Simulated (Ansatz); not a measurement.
Reaction (redistribution): `CB(N)Br` + `N[SiH](O)F` → `NB(N)Br` + `C[SiH](O)F`

Calculated with Ansatz (gas phase, PBE0-D4/def2-TZVP geometries, no zero-point term in ΔE). CCSD(T)/CBS is the MP2 limit (def2-TZVPP, def2-QZVPP) plus CCSD(T) − MP2 in def2-TZVPP, frozen cores. This one scheme is used for every species. Functionals use def2-TZVPP. B3LYP here is the variant with VWN-RPA as its local correlation; programs differ in this. For Br outer-core shells are correlated without core-valence functions, which leaves a few kJ/mol of doubt a bond. Scalar relativity is left out up to krypton. Each species was taken in one conformer, which may not be the lowest.

`CB(N)Br`:

Cartesian coordinates in Å:
```
C -1.086 0.393 0.335
B 0.140 -0.435 -0.165
N 1.432 0.059 -0.258
Br -0.129 -2.292 -0.704
H -1.859 0.436 -0.438
H -0.824 1.416 0.614
H -1.548 -0.091 1.200
H 2.210 -0.489 -0.583
H 1.663 1.004 -0.002
```

`N[SiH](O)F`:

Z-matrix (Å, degrees):
```
Si
O 1 1.629
F 1 1.596 2 112.6
N 1 1.699 2 110.7 3 116.3
H 1 1.474 2 104.5 3 -115.6
H 2 0.959 1 117.0 3 -71.5
H 4 1.007 1 120.5 2 -153.1
H 4 1.006 1 121.6 2 56.5
```

`NB(N)Br`:

```xyz
8

N     0.955   -0.303    0.790
B     0.148   -0.048   -0.328
N    -1.186    0.378   -0.278
Br    0.946   -0.307   -2.094
H     1.906   -0.607    0.701
H     0.637   -0.200    1.737
H    -1.722    0.548   -1.108
H    -1.684    0.539    0.580
```

`C[SiH](O)F`:

Z-matrix (Å, degrees):
```
C
Si 1 1.851
H 1 1.093 2 110.5
H 1 1.093 2 110.6 3 -119.8
H 1 1.093 2 111.4 3 119.7
O 2 1.634 1 113.2 3 179.7
F 2 1.601 1 107.2 3 -59.2
H 2 1.477 1 113.7 3 59.6
H 6 0.958 2 119.0 1 51.4
```

Question: Is it downhill or uphill in electronic energy at CCSD(T)/CBS, and by how much? (Estimate.)

Answer: The calculation gave: Downhill: ΔE = -12.3 kJ/mol.

Question: What do these levels give: PBE-D4, BLYP-D4, r2SCAN-D4, B3LYP, r2SCANh, HF/def2-SVP, MP2/def2-SVP, CCSD/def2-SVP, CCSD(T)/def2-SVP, HF/def2-TZVPP, HF/def2-QZVPP, SCS-MP2/def2-QZVPP? (Best estimate.)

Answer: The calculation gave: PBE-D4 -18.3, BLYP-D4 -17.0, r2SCAN-D4 -15.6, B3LYP -17.1, r2SCANh -15.7, HF/def2-SVP -24.6, MP2/def2-SVP -23.3, CCSD/def2-SVP -22.9, CCSD(T)/def2-SVP -22.9, HF/def2-TZVPP -14.3, HF/def2-QZVPP -13.9, SCS-MP2/def2-QZVPP -12.2 kJ/mol.

Largest T1 diagnostic among the species: 0.011.

Leaving LDA and LC-ωPBE aside and taking each functional with its dispersion term where it has one, the values, not all of them listed here, spread over 5.6 kJ/mol, from PBE-D4 to B97M-V. At CCSD(T), def2-SVP lies −10.6 kJ/mol from the extrapolated value and def2-TZVPP +0.0 kJ/mol.
